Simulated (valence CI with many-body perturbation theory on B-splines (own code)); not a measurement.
## Level structure of Pb⁵¹⁺

Calculated by configuration interaction combined with many-body perturbation theory (CI+MBPT): three valence electrons over a frozen Dirac-Fock core [Ar] 3d10, radial functions for each j: 11 s, 11 p, 10 d, 8 f, 5 g, 2 h, with the one-electron correlation potential Σ1 (screened to all orders), the two-electron term Σ2, the three-electron term Σ3, Breit, model QED; selected single and double excitations, second order for the rest, scaled by the run's own slope (own B-spline code, finite nucleus).

The last digits are not significant, and no measured levels were compared; by estimate large intervals hold to a few tenths of a per cent, small ones and those within an open d or f shell to about a per cent.

Levels 136 to 174 of 174, with energies above the lowest level, (4s^2 4p1/2) J=1/2. "Leading %" is the weight of the configuration and term that name the level; weights of strongly mixed levels are sums over their largest components and can fall short, so below about 35 % the name and the second component can differ from the true leading terms, or belong to a minority configuration. In the jj column 3d3/2^4 stands for four electrons in 3d with j = 3/2.

```tsv
No.	Configuration	Term	J	E (eV)	Leading %	Leading jj	g
136	4p2.4f	2D°	5/2	1004.8	43	4p1/2 4p3/2 4f7/2 (86 %)	1.239
137	4p.4d2	4D°	7/2	1007.1	22	4p1/2 4p3/2 4f5/2 (38 %)	1.175
138	4p2.4f	2P°	3/2	1010.6	36	4p1/2 4p3/2 4f7/2 (63 %)	1.254
139	4p2.4f	2F°	5/2	1011.7	29	4p1/2 4p3/2 4f7/2 (67 %)	1.066
140	4p.4d2	2H°	9/2	1024.3	24	4p1/2 4d5/2^2 (58 %)	1.067
141	4p.4d2	2F°	5/2	1024.8	31	4p1/2 4d5/2^2 (66 %)	1.011
142	4p.4d2	2P°	3/2	1025.4	18	4p1/2 4d5/2^2 (64 %)	1.179
143	4p.4d2	2F°	7/2	1026.9	19	4p1/2 4d5/2^2 (51 %)	1.131
144	4p.4d2	2P°	1/2	1031.6	71	4p1/2 4d5/2^2 (95 %)	0.659
145	4s.4d.4f	4H°	7/2	1046.5	86	4s 4d3/2 4f5/2 (99 %)	0.694
146	4s.4d.4f	4H°	9/2	1052.1	59	4s 4d3/2 4f5/2 (87 %)	0.985
147	4s.4d.4f	4F°	3/2	1052.6	69	4s 4d3/2 4f5/2 (94 %)	0.549
148	4s.4d.4f	4F°	5/2	1053.7	44	4s 4d3/2 4f5/2 (90 %)	1.017
149	4s.4d.4f	4G°	7/2	1060.5	43	4s 4d3/2 4f5/2 (62 %)	1.050
150	4s.4d.4f	4G°	5/2	1062.1	69	4s 4d3/2 4f5/2 (94 %)	0.699
151	4s.4d.4f	4F°	9/2	1063.1	29	4s 4d3/2 4f7/2 (91 %)	1.156
152	4s.4d.4f	2G°	7/2	1063.3	47	4s 4d3/2 4f7/2 (68 %)	1.019
153	4s.4d.4f	4H°	11/2	1066.8	73	4s 4d3/2 4f7/2 (80 %)	1.133
154	4s.4d.4f	4D°	3/2	1067.6	32	4s 4d3/2 4f5/2 (89 %)	1.301
155	4s.4d.4f	4P°	5/2	1067.7	28	4s 4d3/2 4f7/2 (90 %)	1.259
156	4s.4d.4f	4D°	1/2	1069.8	61	4s 4d3/2 4f5/2 (90 %)	0.433
157	4s.4d.4f	4D°	7/2	1069.8	26	4s 4d3/2 4f7/2 (83 %)	1.154
158	4s.4d.4f	2H°	9/2	1071.5	61	4s 4d3/2 4f7/2 (80 %)	0.978
159	4s.4d.4f	2F°	5/2	1074.4	32	4s 4d3/2 4f7/2 (88 %)	1.192
160	4s.4d.4f	2D°	3/2	1076.8	37	4s 4d3/2 4f7/2 (82 %)	1.053
161	4s.4d.4f	4G°	9/2	1089.0	51	4s 4d5/2 4f5/2 (90 %)	1.117
162	4s.4d.4f	4G°	7/2	1090.7	29	4s 4d5/2 4f5/2 (92 %)	1.169
163	4s.4d.4f	4H°	13/2	1091.6	100	4s 4d5/2 4f7/2 (100 %)	1.225
164	4s.4d.4f	4D°	5/2	1092.0	44	4s 4d5/2 4f5/2 (91 %)	1.177
165	4s.4d.4f	4G°	11/2	1094.6	58	4s 4d5/2 4f5/2 (59 %)	1.200
166	4s.4d.4f	4D°	3/2	1095.2	45	4s 4d5/2 4f5/2 (91 %)	1.149
167	4s.4d.4f	4F°	9/2	1095.5	60	4s 4d5/2 4f7/2 (95 %)	1.239
168	4s.4d.4f	2G°	7/2	1096.6	59	4s 4d5/2 4f5/2 (65 %)	0.975
169	4s.4d.4f	4P°	1/2	1097.2	83	4s 4d5/2 4f5/2 (98 %)	2.239
170	4s.4d.4f	2F°	5/2	1099.7	52	4s 4d5/2 4f5/2 (79 %)	0.946
171	4s.4d.4f	2D°	3/2	1101.0	50	4s 4d5/2 4f5/2 (69 %)	1.101
172	4s.4d.4f	2F°	7/2	1102.0	62	4s 4d5/2 4f7/2 (71 %)	1.099
173	4s.4d.4f	2H°	11/2	1102.3	83	4s 4d5/2 4f7/2 (85 %)	1.100
174	4s.4d.4f	2D°	5/2	1105.5	36	4s 4d5/2 4f7/2 (87 %)	1.317
```
